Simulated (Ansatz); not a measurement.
```xyz
12

F     1.250    2.465   -0.534
C     1.171    1.111   -0.733
C     0.120    0.535    0.181
F     0.508    0.681    1.489
O     0.021   -0.814   -0.127
C    -1.048   -1.466    0.426
F    -0.880   -2.761    0.169
F    -2.196   -1.067   -0.168
H     2.139    0.655   -0.509
H     0.896    0.914   -1.772
H    -0.840    1.051    0.074
H    -1.143   -1.303    1.504
```

Total charge 0; spin multiplicity 1.

(1) List the r2SCAN/def2-TZVPP orbital energies in eV (Ansatz 0.2.0). (Estimate.)

Results:

(1) Ansatz gave: Occupied: -667.29, -667.17, -666.79, -666.52, -517.65, -279.26, -277.39, -275.73, -34.18, -32.67, -32.32, -32.07, -29.12, -20.94, -18.37, -17.12, -15.65, -15.12, -15.05, -14.22, -13.41, -13.02, -12.45, -11.77, -11.26, -11.13, -10.62, -10.36, -9.87, -9.59, -9.06, -8.73, -8.54. Lowest empty: 0.94, 1.22, 1.82, 2.10, 2.44, 2.84, 3.12, 3.66.
